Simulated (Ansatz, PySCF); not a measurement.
This PySCF input computes a CCSD(T)/cc-pVDZ energy:

```python
from pyscf import gto, scf, mp, cc as ccmod

mol = gto.M(
    atom='''
    B     0.00046236    0.01056595    0.81325036
    B    -0.00046236   -0.01056595   -0.81325036
    H     1.01413362    0.01099510    1.44912932
    H    -1.01248534    0.02667211    1.45007783
    H     0.00700754    0.99439047   -1.46277208
    H    -0.00865582   -1.03205767   -1.43643507
    ''',
    basis='cc-pvdz',
    charge=0,
    spin=0,
    verbose=4,
)

mf = scf.RHF(mol)
mf.conv_tol = 1e-10
mf.max_cycle = 100
mf.kernel()
mp2 = mp.MP2(mf, frozen=2).run()
cc = ccmod.CCSD(mf, frozen=2)
cc.max_cycle = 100
cc.kernel()
et = cc.ccsd_t()
print(f'E(CCSD(T)) = {cc.e_tot + et:.9f}')
```

### Question
Write an input for the same energy in Ansatz (a quantum-chemistry and plane-wave program) and say what it gives.

### Answer

Ansatz 0.2 input:
```yaml
crystal:
  periodic: [false, false, false]
  atoms:
    - {symbol: B, position_ang: [0.00046236, 0.01056595, 0.81325036]}
    - {symbol: B, position_ang: [-0.00046236, -0.01056595, -0.81325036]}
    - {symbol: H, position_ang: [1.01413362, 0.01099510, 1.44912932]}
    - {symbol: H, position_ang: [-1.01248534, 0.02667211, 1.45007783]}
    - {symbol: H, position_ang: [0.00700754, 0.99439047, -1.46277208]}
    - {symbol: H, position_ang: [-0.00865582, -1.03205767, -1.43643507]}
basis:
  gaussian:
    orbitals: cc-pVDZ
magnetization: {spin_polarized: false}
correlation: {method: ccsd_t, electrons: outside_noble_gas}
```
It gives -51.84403 Eh, and PySCF -51.84403 Eh, a difference of 0.00 mEh.
